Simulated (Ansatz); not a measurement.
Species: CH₅B, charge 0, singlet. CH5B (methylborane, SMILES BC).
B3LYP-D3(BJ)/def2-TZVP minimum from Ansatz (a first-principles code):
```
C
H 1 1.0911
H 1 1.0911 2 110.16
H 1 1.1043 2 105.74 3 -113.82
B 1 1.5512 2 115.05 4 -114.16
H 5 1.1943 1 120.91 2 -156.60
H 5 1.1943 6 118.10 1 176.57
```
Charge 0, spin multiplicity 1.

Wanted: atomisation energy (electronic, to ground-state atoms), in kJ/mol. UHF or UKS for unpaired electrons; spin-orbit terms are left out. CBS(X,Y): correlation extrapolated as X^-3, Hartree-Fock from the larger set (Q,5: extrapolated as (X+1)exp(-9√X)). A bracket is a step between two methods taken in the basis named. Functionals run without relativity, which enters their misses. Double hybrids freeze cores in their MP2 part. '+ core + X2C': CCSD(T) terms for core correlation (cc-pwCVTZ) and scalar relativity (cc-pVTZ-DK). For partners of very few electrons the exact lower level stands in for a higher one.

CCSD(T)/CBS(cc-pVQZ,cc-pV5Z) + [CCSDT(Q) - CCSD(T)]/cc-pVTZ + [CCSDTQ - CCSDT(Q)]/cc-pVDZ + core + X2C (Ansatz) gives 2461.1 kJ/mol.

Problem. What does PBE/def2-TZVPD (Ansatz) give here, and how do the other levels compare?

Solution. PBE gives 2473.3 kJ/mol, 12.2 kJ/mol above it. Differences of the others: r2SCAN/def2-TZVPD (Ansatz) 9.7; B3LYP/def2-TZVPD (Ansatz) 7.7; B2PLYP/def2-TZVPD (Ansatz) -17.8; CCSD(T)/CBS(cc-pVQZ,cc-pV5Z) + core + X2C (Ansatz) -0.2 kJ/mol. Nearer than PBE: r2SCAN/def2-TZVPD, B3LYP/def2-TZVPD, CCSD(T)/CBS(cc-pVQZ,cc-pV5Z) + core + X2C.
